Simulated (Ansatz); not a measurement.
Reaction (atomization): `[CH3][GeH]([NH2])[CH]=O` → 2 C• + Ge• + 7 H• + N• + O•

Program: Ansatz. Geometries: PBE0-D4/def2-TZVP. ΔE: electronic, gas phase. CBS: MP2 limit from def2 TZ/QZ plus the TZ coupled-cluster correction, frozen cores. This one scheme is used for every species, atoms too. DFT in def2-TZVPP. B3LYP here is the variant with VWN-RPA as its local correlation; programs differ in this. Open shells (•) are unrestricted, without spin–orbit coupling. Spin–orbit coupling would lower the free atoms: a little for C, O; clearly for Ge. For Ge outer-core shells are correlated without core-valence functions, so the limit isn't a true one: a few kJ/mol of doubt a bond, and 10 to 20 or more in all where bonds break to atoms. Scalar relativity is left out up to krypton. Each species was taken in one conformer, which may not be the lowest.

| level | ΔE (kJ/mol) | difference from CCSD(T)/CBS |
| --- | --- | --- |
| PBE-D4 | 4443.4 | 90.4 |
| r2SCAN-D4 | 4345.5 | -7.5 |
| PBE0-D4 | 4341.3 | -11.7 |
| B3LYP-D4 | 4344.8 | -8.2 |
| ωB97X-V | 4362.9 | 9.9 |
| ωB97M-V | 4348.5 | -4.5 |
| B2PLYP | 4302.4 | -50.6 |
| PBE | 4420.7 | 67.7 |
| r2SCAN | 4339.7 | -13.3 |
| PBE0 | 4321.9 | -31.1 |
| B3LYP | 4308.3 | -44.7 |
| HF/def2-TZVPP | 3024.4 | -1328.6 |
| MP2/def2-TZVPP | 4303.8 | -49.2 |
| SCS-MP2/def2-TZVPP | 4295.9 | -57.1 |
| CCSD/def2-TZVPP | 4170.9 | -182.1 |
| CCSD(T)/def2-TZVPP | 4244.1 | -108.9 |
| HF/def2-QZVPP | 3028.3 | -1324.7 |
| MP2/def2-QZVPP | 4367.6 | 14.6 |
| SCS-MP2/def2-QZVPP | 4371.0 | 18.0 |
| HF/CBS(def2) | 3028.9 | -1324.1 |
| MP2/CBS(def2) | 4412.7 | 59.7 |
| CCSD/CBS(def2) | 4279.8 | -73.2 |
| CCSD(T)/CBS | 4353.0 | 0 |

Largest T1 diagnostic among the species: 0.013.

The D4 term adds +36.5 kJ/mol with B3LYP and +19.4 kJ/mol with PBE0; it sums over pairs of atoms, weighted by their polarisabilities, and B3LYP, whose exchange is more repulsive, gets the larger term. From PBE to PBE0 (25 % exact exchange), in def2-TZVPP and without D4, ΔE moves by −98.7 kJ/mol: exact exchange takes away binding that semilocal exchange gives to molecules.

For atomizations the MP2-based limit and the directly extrapolated one differ by several kJ/mol either way, and by 10 to 25 for some Ge, Se and Sn compounds, so smaller differences from it don't rank the levels.
